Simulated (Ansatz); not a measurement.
Cartesian coordinates in Å:
```
O -1.489 0.475 -1.297
Si -0.169 0.964 -0.465
Cl 1.473 1.183 -1.680
Si 0.413 -0.697 1.090
F 1.904 -0.509 1.619
Cl 0.310 -2.461 0.041
H -1.469 -0.402 -1.689
H -0.509 2.284 0.105
H -0.463 -0.836 2.276
```

The species carries charge 0 and has multiplicity 1.

Question: List the PBE/def2-TZVPP orbital energies in eV (Ansatz 0.2.0). (Estimate.)

Answer: Ansatz gave: Occupied: -2739.42, -2739.18, -1781.56, -1781.23, -660.33, -511.06, -250.01, -249.77, -190.69, -190.55, -190.53, -190.45, -190.30, -190.29, -139.13, -138.83, -95.93, -95.88, -95.80, -95.61, -95.56, -95.52, -30.04, -25.80, -21.02, -20.76, -14.72, -13.87, -12.06, -11.45, -11.20, -10.87, -10.15, -9.78, -9.34, -9.02, -8.56, -8.51, -8.13, -8.06, -6.94. Lowest empty: -1.87, -1.56, -0.29, 0.13, 0.54, 0.60, 1.26, 2.12.
